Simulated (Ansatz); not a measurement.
The cluster Mg₂O₃H₂. The state is a singlet with charge 0. Geometry r2SCAN-D4/def2-SVP; atoms count from 1.

```xyz
7

Mg    0.3663   -1.0595   -0.4422
Mg   -0.4969    1.0877   -0.1496
O    -0.3874    0.0832   -1.7531
O     1.3298    0.4705    0.4701
O    -1.0186   -0.5377    0.9404
H     2.1217    0.8442    0.0644
H    -1.9149   -0.8883    0.8701
```

The structure comes from a short search, and lower isomers may exist.

Q: Estimate the Mulliken populations from the PBE0/def2-TZVP orbitals of Ansatz.

A: 
| atom | charge (e) |
| --- | --- |
| Mg1 | 0.88 |
| Mg2 | 0.88 |
| O3 | -0.81 |
| O4 | -0.80 |
| O5 | -0.80 |
| H6 | 0.32 |
| H7 | 0.32 |
Mulliken values depend strongly on the basis.

Q: And the Mayer bond orders between heavy atoms (over 0.3)?

A: Mg1–O3 0.96 (1.90 Å); Mg1–O4 0.42 (2.03 Å); Mg1–O5 0.42 (2.03 Å); Mg2–O3 0.96 (1.90 Å); Mg2–O4 0.42 (2.03 Å); Mg2–O5 0.42 (2.03 Å).
